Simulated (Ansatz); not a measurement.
Gas-phase electronic energies from Ansatz, PBE0-D4/def2-TZVP geometries. CCSD(T)/CBS is the MP2 limit (def2-TZVPP, def2-QZVPP) plus CCSD(T) − MP2 in def2-TZVPP, frozen cores. This one scheme is used for every species, atoms too. For atomizations the MP2-based limit and the directly extrapolated one differ by several kJ/mol either way, and by 10 to 25 for some Ge, Se and Sn compounds, so smaller differences from it don't rank the levels. DFT in def2-TZVPP. B3LYP here is the variant with VWN-RPA as its local correlation; programs differ in this. Open shells (•) are unrestricted, without spin–orbit coupling. Spin–orbit coupling would lower the free atoms: a little for C, S; clearly for Se. For Se outer-core shells are correlated without core-valence functions, so the limit isn't a true one: a few kJ/mol of doubt a bond, and 10 to 20 or more in all where bonds break to atoms. Scalar relativity is left out up to krypton. Each species was taken in one conformer, which may not be the lowest.

Consider the atomization: `C=C(S)[SeH]` → 2 C• + 4 H• + S• + Se•.

CCSD(T)/CBS gives +2783.8 kJ/mol.

Another level gave +2649.2 kJ/mol. Which?
A. CCSD(T)/def2-TZVPP
B. B3LYP-D4/def2-TZVPP
C. BHLYP-D4/def2-TZVPP
D. BHLYP/def2-TZVPP

D. BHLYP 2649.2, BHLYP-D4 2676.6, CCSD(T)/def2-TZVPP 2702.2, B3LYP-D4 2778.0 kJ/mol.

Largest T1 diagnostic among the species: 0.011.

Leaving LDA and LC-ωPBE aside and taking each functional with its dispersion term where it has one, the values, not all of them listed here, spread over 194.9 kJ/mol, from BHLYP-D4 to PBE-D4. LDA lies +401.0 kJ/mol from PBE without D4, its usual overbinding. From r2SCAN to r2SCAN0 (25 % exact exchange), in def2-TZVPP and without D4, ΔE moves by −56.0 kJ/mol: exact exchange takes away binding that semilocal exchange gives to molecules.
